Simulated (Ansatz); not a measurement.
A run for Ansatz (a first-principles code): U-CCSD(T)/cc-pVTZ on FHOSe (SMILES O[Se]F), a point of a bond scan (R = 1.771 Å). The run froze 16 orbitals, filled d shells among them.

Ansatz 0.2 input:
```yaml
crystal:
  periodic: [false, false, false]
  atoms:
    - {symbol: Se, position_ang: [0.08590456, 0.00792344, 0.39476160]}
    - {symbol: F, position_ang: [-0.01164074, 1.33657860, -0.77191368]}
    - {symbol: O, position_ang: [-0.20677654, -1.35411437, -0.70776950]}
    - {symbol: H, position_ang: [-1.16177610, -1.46568956, -0.81251515]}
basis:
  gaussian:
    orbitals: cc-pVTZ
correlation: {method: ccsd_t, electrons: outside_noble_gas}
scf: {omitted_lower_state_checks: [cluster_reference]}
magnetization: {spin_polarized: true, initial_magnetization: 0}
```

It printed:

```
WARN ansatz: RAYON_NUM_THREADS=1 ignored (pool sized by the plan → 1); use --threads N
Functional definition: HF
these checks for a lower state are left out or cut short: cluster_reference
integrals: 0.28 GiB planned
735 factors; integrals over basis functions are off by at most 6.8e-4 eV
mean field: 0.42 GiB planned
mean field evaluation 1: about -70061.4239 eV, gradient 2.6e1 eV
mean field evaluation 2: about -70061.4314 eV, gradient 2.6e1 eV
mean field evaluation 4: about -70063.7327 eV, gradient 1.8e0 eV
mean field evaluation 8: about -70063.7565 eV, gradient 4.9e-4 eV
mean field -70063.75654396 eV, -2574.7955620707 hartree, gradient 6.8e-6 eV, S^2 0.000000; 0 other end points of the search recorded, 0 dependent functions left out
16 core orbitals not correlated
reference -70063.75654396 eV, -2574.7955620707 hartree; 10, 10 occupied and 91, 91 virtual orbitals, 735 factors
second order -17.80036267 eV of doubles, -0.00000000 eV of singles
coupled cluster: 0.86 GiB planned
cycle   1  -17.52298946 eV  change    2.8e-1 eV  update   1.0e-1
cycle   2  -17.96749417 eV  change   -4.4e-1 eV  update   3.5e-2
cycle   3  -18.08709214 eV  change   -1.2e-1 eV  update   1.8e-2
cycle   4  -18.07874270 eV  change    8.3e-3 eV  update   5.1e-3
cycle   5  -18.07610936 eV  change    2.6e-3 eV  update   2.7e-3
cycle   6  -18.07723057 eV  change   -1.1e-3 eV  update   1.0e-3
cycle   7  -18.07701653 eV  change    2.1e-4 eV  update   4.3e-4
cycle   8  -18.07696063 eV  change    5.6e-5 eV  update   1.7e-4
cycle   9  -18.07701589 eV  change   -5.5e-5 eV  update   8.4e-5
cycle  10  -18.07699359 eV  change    2.2e-5 eV  update   4.3e-5
cycle  11  -18.07698301 eV  change    1.1e-5 eV  update   2.3e-5
perturbative correction -0.68659906 eV, -0.0252320500 hartree
Total energy: -70082.52012603 eV, -2575.4851109933 hartree
Checks for a lower state left out: cluster_reference
```

The run converged.

Cost: around 40 core-seconds (rough).
